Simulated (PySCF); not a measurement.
# Spinor energies of Tm²⁶⁺ (thulium, charge +26)

Start: [Kr] 4d7; 4d3/2 filled at m_j = -3/2, -1/2, +1/2, +3/2; 4d5/2 filled at m_j = +1/2, +3/2, +5/2. Calculated with PySCF 2.14 in an even-tempered Gaussian basis (17 s from 2.1 bohr⁻², ratio 2.8; 14 p from 2.7 bohr⁻², ratio 2.8; 9 d from 2.7 bohr⁻², ratio 2.8; 3 f from 13 bohr⁻², ratio 3): generalised Hartree-Fock with the X2C-1e Hamiltonian and a Gaussian nucleus; one run each with spin-orbit coupling (SO) switched off, then screened by Boettger's factors.

| spinor shell | electrons | ε, spin-free (eV) | ε, screened SO (eV) | weight of nominal j (screened SO) | rms radius, screened SO (bohr) |
| --- | --- | --- | --- | --- | --- |
| 1s1/2 | 2 | -60565.9 | -60551.1 | 1.000 | 0.0227 |
| 2s1/2 | 2 | -11080.5 | -11075.4 | 1.000 | 0.0918 |
| 2p1/2 | 2 | -9883.5 | -10579.1 | 1.000 | 0.0783 |
| 2p3/2 | 4 | -9883.5 | -9592.3 | 1.000 | 0.0852 |
| 3s1/2 | 2 | -3217.5 | -3215.6 | 1.000 | 0.235 |
| 3p1/2 | 2 | -2848.7 | -2999.1 | 1.000 | 0.226 |
| 3p3/2 | 4 | -2848.7 | -2784.3 | 1.000 | 0.240 |
| 3d3/2 | 4 | -2392.5 | -2420.8 | 0.999 | 0.212 |
| 3d5/2 | 6 | -2392.5 | -2371.6 | 1.000 | 0.216 |
| 4s1/2 | 2 | -1274.9 | -1274.2 | 1.000 | 0.496 |
| 4p1/2 | 2 | -1138.5 | -1184.4 | 0.996 | 0.500 |
| 4p3/2 | 4 | -1138.5 | -1118.2 | 0.998 | 0.525 |
| 4d3/2 | 4 | -965.52 | -971.48 | 0.955 | 0.526 |
| 4d5/2 | 3 | -965.52 | -960.03 | 0.956 | 0.533 |

```json
{"quantity": "E (hartree)", "spin-free": "-13247.48421", "screened SO": "-13259.90818"}
{"quantity": "M_J", "spin-free": "9/2", "screened SO": "9/2"}
{"quantity": "⟨J²⟩", "spin-free": "24.752", "screened SO": "24.754"}
{"quantity": "⟨L²⟩", "spin-free": "12.001", "screened SO": "14.900"}
{"quantity": "⟨S²⟩", "spin-free": "3.750", "screened SO": "2.855"}
```

Each row is a mean over spinors that exchange with the open shell spreads, by up to 21.124 eV (4p3/2).

Breit and QED terms are absent; they matter most for the inner s and p1/2 levels.

Densities and radii are taken from the X2C orbitals without a picture-change correction, which distorts them close to the nucleus.

Without spin-orbit coupling the j labels of p, d and f shells carry no meaning; the spin-free column gives the mean over the occupied spinors of each nl shell.
